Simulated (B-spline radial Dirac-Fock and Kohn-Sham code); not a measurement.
## Relativistic shifts of the levels of La³⁺

System: the La³⁺ ion, configuration [Kr] 4d10 5s2 5p6.

Both columns are ΔSCF binding energies of the configuration average from a radial atomic solver: non-relativistic Hartree-Fock with a point nucleus, and Dirac-Fock with a finite nucleus and the Coulomb interaction alone, averaged over the two j levels with weights 2j+1.

```csv
shell,Hartree-Fock (eV),Dirac-Fock (eV),shift (eV),shift (%)
1s,37300.6,39108.8,+1808.18,+4.85
2s,5874.0,6326.5,+452.45,+7.70
2p,5534.1,5670.6,+136.50,+2.47
3s,1310.2,1409.7,+99.53,+7.60
3p,1163.1,1194.6,+31.51,+2.71
3d,891.8,878.8,-13.00,-1.46
4s,299.3,320.6,+21.33,+7.13
4p,242.7,247.9,+5.23,+2.15
4d,142.1,138.2,-3.96,-2.79
5s,67.59,71.02,+3.42,+5.06
5p,49.51,49.93,+0.42,+0.84
```

Relativity binds 1s, 2s, 2p, 3s, 3p, 4s, 4p, 5s, 5p more strongly, among those listed most of all 2s in relative terms, and 3d, 4d more weakly, because the contracted s and p shells screen the nucleus better.

Values without a named source are computed, but for edge energies of neutral atoms, which are taken from tables.
